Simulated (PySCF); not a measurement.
Working out the ionisation energy of Cr

Cr [Ar] 3d5 4s1 (7S) → Cr⁺ [Ar] 3d5 (6S). All numbers are calculated (PySCF 2.14, scalar relativity by spin-free X2C-1e, in ANO-RCC-VTZP). Frozen: [Ar]. Energies in hartree (1 hartree = 27.21139 eV):

| part | Cr (lower) | Cr⁺ (upper) |
| --- | --- | --- |
| UHF | -1049.654299 | -1049.432873 |
| CCSD correlation | -0.102094 | -0.084395 |
| (T) | -0.002777 | -0.001688 |

Problem. What does Hartree-Fock give?

Solution. (-1049.432873) − (-1049.654299) = 0.221426 hartree = 6.025 eV.

Problem. What do CCSD and CCSD(T) give?

Solution. The CCSD correlation energies differ by 0.017699 hartree = 0.482 eV and the triples by 0.001089 hartree = 0.030 eV, so CCSD gives 6.507 eV and CCSD(T) 6.537 eV.

Measured between the centres of the two terms (NIST): 6.767 eV, so CCSD(T) (valence) is off by -0.230 eV.

What remains against the reference includes basis incompleteness, the frozen core and higher excitations.
